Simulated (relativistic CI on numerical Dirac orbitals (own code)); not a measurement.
## Radial parameters of Cr⁸⁺

Method of calculation: Dirac-Coulomb-Breit CI, KLI orbitals optimised for each configuration, QED by a radiative potential, unscaled Slater integrals (own radial code, finite nucleus).

Slater integrals F^k, G^k are unscaled and averaged over j, outside the closed core [Ne]; ζ comes from projecting the Hamiltonian with its Breit term on Σ l·s of the shell.

- 3s2 3p4: F^2(3p,3p) = 120740, ζ(3p) = 7047.6 cm⁻¹; <r>(3p) = 0.8325, <r^2>(3p) = 0.7997 (bohr units).
- 3s 3p5: G^1(3s,3p) = 159130, ζ(3p) = 7037.1 cm⁻¹; <r>(3s) = 0.8187, <r^2>(3s) = 0.7635, <r>(3p) = 0.8336, <r^2>(3p) = 0.8019 (bohr units).
- 3s2 3p3 3d: F^2(3p,3p) = 120650, ζ(3p) = 7061.3, F^2(3p,3d) = 117650, G^1(3p,3d) = 139680, G^3(3p,3d) = 88789, ζ(3d) = 456.86 cm⁻¹; <r>(3p) = 0.8331, <r^2>(3p) = 0.8009, <r>(3d) = 0.8227, <r^2>(3d) = 0.7971 (bohr units).

Averages of the first 10 configurations, taken without configuration mixing, which lowers the lowest level and can move excited configurations by several eV; other configurations of the list can lie among them:

| Configuration | Parity | States | Average energy above the lowest level (eV) |
| --- | --- | --- | --- |
| 3s2 3p4 | even | 15 | 6.1 |
| 3s 3p5 | odd | 12 | 42.1 |
| 3p6 | even | 1 | 83.4 |
| 3s2 3p3 3d | odd | 200 | 53.6 |
| 3s 3p4 3d | even | 300 | 87.2 |
| 3p5 3d | odd | 60 | 126.1 |
| 3s 3p3 3d2 | odd | 1800 | 133.8 |
| 3s2 3p3 4s | odd | 40 | 109.2 |
| 3s2 3p3 4p | even | 120 | 120.3 |
| 3s2 3p2 3d 4p | odd | 900 | 168.2 |
